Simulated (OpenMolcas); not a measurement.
# Be+: RASPT2 settings compared

- Program: OpenMolcas
- Basis: ANO-RCC-VTZP [4s3p2d1f]
- Scalar Hamiltonian: DKH3, point nucleus
- Active space: 1 electron in 9 orbitals (RAS2 2s 2p; RAS3 3d, at most 1 electron)
- State averaging: 2S+1 = 2 even, 1 root; 2S+1 = 2 odd, 3 roots
- Spin-orbit coupling: RASSI with atomic mean-field integrals over the reference wave functions, term energies averaged over their components

Methods on the same reference wave functions:
A. RASSCF
B. SS-RASPT2, IPEA 0.75 Eh, sigma2 regulariser 0.2 Eh (closed shells correlated: 1s)
C. SS-RASPT2, IPEA 0.1 Eh, imaginary shift 0.5 Eh (closed shells correlated: 1s)
D. SS-RASPT2, IPEA 0.75 Eh, sigma1 regulariser 0.2 Eh (closed shells correlated: 1s)

Energies in cm-1 above 2s 2S 1/2, the measured ground level; measured values from NIST Handbook of Basic Atomic Spectroscopic Data.

| Level | A | B | C | D | Measured |
| --- | --- | --- | --- | --- | --- |
| 2s 2S 1/2 | 0.0 | 0.0 | 0.0 | 0.0 | 0.0 |
| 2p 2P* 1/2 | 32864 | 32757 | 32762 | 32757 | 31929 |
| 2p 2P* 3/2 | 32869 | 32761 | 32766 | 32761 | 31935 |

Deviations, from unrounded energies. A percentage is the sum of absolute deviations over the sum of measured energies, with the sign that they share, or ± where signs differ.

```csv
Against measurement,Levels,A,B,C,D
mean absolute deviation (cm-1),2,930,830,830,830
other configurations (%),2,+2.9,+2.6,+2.6,+2.6
```

B, C, D lie about equally close to measurement and A furthest from it. The largest miss of B in the table is 2p 2P* 1/2, by +830 cm-1. The ranking rests on the paired levels alone, and a cruder setting can come out closer through cancelling errors.

Among B to D no level of the table moves by more than 5 cm-1.

The two smallest mean deviations differ by little beside CASPT2's spread within terms, so their order carries little weight.

The lowest spin-free term lies below A's lowest term by 0.035 hartree in B, 0.035 hartree in C, 0.035 hartree in D.

With one active electron outside closed inactive shells, the extra shells (3d) add no correlation to the reference. ANO sets are built for ground and valence states and can reach diffuse excited orbitals poorly. With one active electron the reference holds no correlation, so core polarisation is missing (holds for A). With one active electron, CASPT2 adds the correlation within the correlated inactive shells and between them and that electron, and leaves the splitting within a term as the reference gives it (holds for B; C; D). Computed and measured levels are paired by configuration, term and J; levels that our copy of the source lacks, or whose pairing is in doubt (as where it misses far off the trend of its configuration), stay unpaired and out of the deviations. Levels of configurations outside the active space are missing.

* marks odd parity.
